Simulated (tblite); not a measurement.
Species: C₄H₇FO₃S.
Atom-mapped SMILES: `[CH3:1][C@@H:2]1[O:3][S@:4](=[O:5])[O:6][C@@:7]1([CH3:8])[F:9]` (hydrogens: H10, H11, H12 on C1; H13 on C2; H14, H15, H16 on C8)

Cartesian coordinates in Å at the GFN2-xTB level; atoms count from 1:
```xyz
16
C4H7FO3S angstrom
C      0.295    1.555   -0.448
C      0.424    0.544    0.683
O      1.759    0.124    0.817
S      2.105   -1.329    0.069
O      2.798   -1.101   -1.156
O      0.467   -1.553   -0.336
C     -0.355   -0.766    0.417
C     -1.737   -0.631   -0.194
F     -0.506   -1.385    1.667
H      0.548    1.085   -1.396
H      0.996    2.367   -0.270
H     -0.712    1.959   -0.494
H      0.105    0.973    1.640
H     -2.331    0.061    0.395
H     -1.653   -0.284   -1.218
H     -2.209   -1.610   -0.188
```

Level: GFN2-xTB in tblite, geometry and Hessian alike; calculated harmonic values, unscaled, isolated species. This tight-binding method is rough: wavenumbers can miss measured ones by several per cent, in bad cases by 10 to 20. One conformer, not necessarily the lowest.

Harmonic wavenumbers (cm⁻¹): 30.2, 84.4, 189.0, 210.3, 248.0, 263.8, 307.9, 316.0, 365.2, 395.8, 467.7, 532.3, 549.5, 581.4, 647.9, 697.5, 796.9, 860.0, 948.7, 970.7, 1031.3, 1084.9, 1110.9, 1120.1, 1180.5, 1200.1, 1247.2, 1253.0, 1297.0, 1381.5, 1397.2, 1448.7, 1462.4, 1477.6, 1487.4, 2937.6, 3037.3, 3049.5, 3050.9, 3052.0, 3054.4, 3071.5.

A = 2213, B = 1284, C = 1094 MHz; mass 154.010 u (most abundant isotopes); point group C1, symmetry number 1.

**Question.** Zero-point energy?

**Answer.** ½Σν̃ = 24948 cm⁻¹ = 298.44 kJ/mol.

**Question.** Give the ideal-gas entropy at 298.15 K and 1 bar in the rigid-rotor, harmonic-oscillator model (classical rotation).

**Answer.** Translation 171.68, rotation 121.45, vibration 109.68: S = 402.8 J/(mol K).

**Question.** And Cp and H(298.15 K) − H(0)?

**Answer.** Cp = 153.09 J/(mol K), of which vibrations give 119.83 (their classical limit is 42 R = 349.2); H(298.15 K) − H(0) = 27.50 kJ/mol without the zero-point energy, 17.58 from vibrations.

**Question.** How do the functions run with temperature in this model?

**Answer.** 
```
T (K)  S (J/(mol K))  Cp (J/(mol K))  H − H(0) (kJ/mol)  G − H(0) (kJ/mol)  ln q(vib)
  150          319.9            93.6               9.12             -38.87       2.66
  250          377.5           134.6              20.57             -73.81       4.96
  400          452.9           188.9              44.96            -136.21       8.53
  600          540.3           241.8              88.41            -235.76      13.21
  900          648.2           289.5             168.77            -414.65      19.74
```

q(vib) and H(0) count from the zero-point level.

**Question.** What must be added to the electronic energy to get the Gibbs energy at 298.15 K and 1 bar?

**Answer.** ZPE + [H(298.15 K) − H(0)] − T·S = 298.44 + 27.50 − 120.09 = 205.85 kJ/mol.

**Question.** Blend soft modes into free rotors: weight 1/[1 + (100 cm⁻¹/ν̃)⁴] for the oscillator and the rest for a rotor with moment μB/(μ + B), μ = h/(8π²ν), B = 10⁻⁴⁴ kg m². What vibrational entropy results?

**Answer.** 100.33 J/(mol K) in place of 109.68, which changes −T·S at 298.15 K by +2.79 kJ/mol.

**Question.** Which modes carry the vibrational entropy at 298.15 K?

**Answer.** 30.2 cm⁻¹: 24.34; 84.4 cm⁻¹: 15.84; 189.0 cm⁻¹: 9.36; 210.3 cm⁻¹: 8.54; 248.0 cm⁻¹: 7.30; 263.8 cm⁻¹: 6.85 J/(mol K); the other 36 give 37.45 together.

Hindered rotation and anharmonicity are outside this model. Other conformers, if any are populated, would add a mixing term that is left out. The structure is chiral; the term R ln 2 for an equal mix with its mirror image is left out.
